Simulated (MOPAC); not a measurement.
Input file for MOPAC: PM3 on AlO, 2S+1 = 2, a point of a bond scan (R = 1.953 Å).

```
PM3 1SCF PRECISE CHARGE=0 UHF MS=0.5 THREADS=1
AlO

Al    -0.00000000 1    -0.00000000 1    -0.61996312 1
O      0.00000000 1     0.00000000 1     1.33292072 1
```

Program output:

```
*******************************************************************************
 **                                                                           **
 **                              MOPAC v23.2.5                                **
 **                                                                           **
 *******************************************************************************
 ** MOPAC's Digital Object Identifier: https://doi.org/10.5281/zenodo.6511958 **
 **                                                                           **
 ** Please cite the open-source release paper for use of this MOPAC version:  **
 ** J. E. Moussa and J. J. P. Stewart (2026)                                  **
 ** MOPAC: An open-source semiempirical molecular orbital program             **
 ** J. Open Source Softw., 11(119), 8025, https://doi.org/10.21105/joss.08025 **
 *******************************************************************************

                              PM3 CALCULATION RESULTS

 *******************************************************************************
 *  PM3        - The PM3 Hamiltonian to be used
 *  UHF        - UNRESTRICTED HARTREE-FOCK CALCULATION
 *
 *
 *
 *                 CHARGE ON SYSTEM = 0
 *
 *
 *
 *  MS=        - IN MECI, MAGNETIC COMPONENT OF SPIN =  0.5
 *  PRECISE    - TIGHTER CRITERIA TO BE USED
 *  1SCF       - DO 1 SCF AND THEN STOP
 *  THREADS=1  - MULTI-THREADING NOT USED
 *  T=         - A TIME OF 172800.0 SECONDS REQUESTED
 *  DUMP=N     - RESTART FILE WRITTEN EVERY 7200.0 SECONDS REQUESTED
 *******************************************************************************
PM3 1SCF PRECISE CHARGE=0 UHF MS=0.5 THREADS=1
 AlO

   ATOM   CHEMICAL          X               Y               Z
  NUMBER   SYMBOL      (ANGSTROMS)     (ANGSTROMS)     (ANGSTROMS)

     1      Al         -0.00000000  *  -0.00000000  *  -0.61996312  *
     2       O          0.00000000  *   0.00000000  *   1.33292072  *



          CARTESIAN COORDINATES

    NO.       ATOM           X           Y           Z

     1        Al         -0.0000     -0.0000     -0.6200
     2         O          0.0000      0.0000      1.3329

  O: (PM3): J. J. P. STEWART, J. COMP. CHEM. 10, 209 (1989).
 Al: (PM3): J. J. P. STEWART, J. COMP. CHEM. 10, 209 (1989).

           Empirical Formula: O Al  =     2 atoms



      MOLECULAR POINT GROUP   :   C*v


          UHF CALCULATION, NO. OF ALPHA ELECTRONS =    5
                           NO. OF BETA  ELECTRONS =    4

 -------------------------------------------------------------------------------
 PM3 1SCF PRECISE CHARGE=0 UHF MS=0.5 THREADS=1
 AlO



     1SCF WAS SPECIFIED, SO BFGS WAS NOT USED
     SCF FIELD WAS ACHIEVED


                              PM3 CALCULATION
                                                       MOPAC v23.2.5 Linux




          FINAL HEAT OF FORMATION =         27.00768 KCAL/MOL =     113.00015 KJ/MOL


          COSMO AREA              =         82.84 SQUARE ANGSTROMS
          COSMO VOLUME            =         68.19 CUBIC ANGSTROMS

          IONIZATION POTENTIAL    =          9.480449 EV
          ALPHA SOMO LUMO (EV)    =         -9.480 -3.530
          BETA  SOMO LUMO (EV)    =        -10.423 -2.453
          NO. OF ALPHA ELECTRONS  =          5
          NO. OF BETA  ELECTRONS  =          4
          MOLECULAR WEIGHT        =         42.9809         POINT GROUP:  C*v

          MOLECULAR DIMENSIONS (Angstroms)

            Atom       Atom       Distance
            O     2   Al     1     1.95288
            O     2   Al     1     0.00000
           Al     1    O     2     0.00000


          SCF CALCULATIONS        =          1





   ATOM   CHEMICAL          X               Y               Z
  NUMBER   SYMBOL      (ANGSTROMS)     (ANGSTROMS)     (ANGSTROMS)

     1      Al         -0.00000000  *  -0.00000000  *  -0.61996312  *
     2       O          0.00000000  *   0.00000000  *   1.33292072  *

                             CARTESIAN COORDINATES

   1   Al       -0.000000000    -0.000000000    -0.619963120
   2    O        0.000000000     0.000000000     1.332920720


           Empirical Formula: O Al  =     2 atoms



      MOLECULAR POINT GROUP   :   C*v


          ALPHA EIGENVALUES
 -32.22738 -15.33059 -15.14788 -14.74336  -9.48045  -3.53037  -2.56824   5.47436


           BETA EIGENVALUES
 -31.41080 -13.68827 -10.53206 -10.42267  -2.45333  -2.39218  -1.99850   3.54041


              NET ATOMIC CHARGES AND DIPOLE CONTRIBUTIONS

  ATOM NO.   TYPE          CHARGE      No. of ELECS.   s-Pop       p-Pop
    1         Al           0.021606        2.9784     0.05932     2.91907
    2          O          -0.021606        6.0216     1.91058     4.11103
 DIPOLE           X         Y         Z       TOTAL
 POINT-CHG.     0.000     0.000    -0.203     0.203
 HYBRID        -0.000    -0.000    -1.188     1.188
 SUM           -0.000    -0.000    -1.391     1.391


          ATOMIC ORBITAL ELECTRON POPULATIONS

     Atom    s        px        py        pz
    1 Al   0.05932   1.72246   0.86387   0.33275
    2  O   1.91058   1.27754   1.13613   1.69735


                    (SZ)    =    0.500000
                    (S**2)  =    1.399951


          ATOMIC ORBITAL SPIN POPULATIONS

    Atom   Total    s     px     py     pz
         Atomic
    1 Al -0.5728 -0.016  0.278 -0.779 -0.055
    2  O  1.5728  0.002  0.722  0.779  0.069

 **********************
 *                    *
 * JOB ENDED NORMALLY *
 *                    *
 **********************




 == MOPAC DONE ==
```

The run finished. Its determinant has ⟨S²⟩ = 1.40, a mixture of spin states.

Cost: roughly 0.03 core-seconds.
